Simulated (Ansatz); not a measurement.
B₈H₁₄. Charge 0, multiplicity 1. Geometry r2SCAN-D4/def2-SVP, basis def2-TZVP, Ansatz.

| atom | x (Å) | y (Å) | z (Å) |
| --- | --- | --- | --- |
| B1 | 0.439 | -0.154 | 1.539 |
| B2 | -0.085 | 1.449 | 0.878 |
| B3 | 1.816 | -0.388 | -0.683 |
| B4 | -1.343 | 1.151 | -0.283 |
| B5 | 0.615 | -0.038 | -1.920 |
| B6 | -0.692 | -1.344 | 0.769 |
| B7 | -1.695 | -0.469 | -0.344 |
| B8 | 0.059 | -0.007 | -0.156 |
| H9 | 0.025 | -0.934 | -2.473 |
| H10 | -2.245 | -1.143 | -1.167 |
| H11 | -0.079 | 0.915 | 2.127 |
| H12 | -0.495 | -2.525 | 0.790 |
| H13 | 2.073 | -1.530 | -0.384 |
| H14 | 0.516 | 1.080 | -2.364 |
| H15 | -1.400 | 1.627 | 0.986 |
| H16 | -1.965 | -0.965 | 0.889 |
| H17 | 1.464 | -0.397 | 2.103 |
| H18 | 2.549 | 0.488 | -0.289 |
| H19 | -1.552 | 2.051 | -1.046 |
| H20 | 0.586 | 2.436 | 0.980 |
| H21 | -0.481 | -0.956 | 2.054 |
| H22 | 1.890 | -0.346 | -2.004 |

```
run  HOMO (eV)  LUMO (eV)
  A      -7.82      -1.56
  B      -6.97      -2.24
  C      -8.71      -0.47
  D      -9.06      -0.42
  E      -6.61      -2.23
  F      -6.78      -2.45
```

Another isomer (singlet) lies 0.92 eV lower at PBE0-D4/def2-TZVP; other spin states weren't run for this one.

**Question.** The runs used BHLYP, BLYP, CAM-B3LYP, PBE, PBE0, r2SCAN. Estimate which is which.

**Answer.** A PBE0 (25 % exact exchange); B r2SCAN (0 % exact exchange); C BHLYP (50 % exact exchange); D CAM-B3LYP (range-separated); E BLYP (0 % exact exchange); F PBE (0 % exact exchange). Exact exchange lowers occupied and raises empty levels; among semilocal functionals meta-GGAs tend to open the gap a little, and such runs are hard to tell apart. The gap grows from 4.32 eV (PBE) to 8.64 eV (CAM-B3LYP).
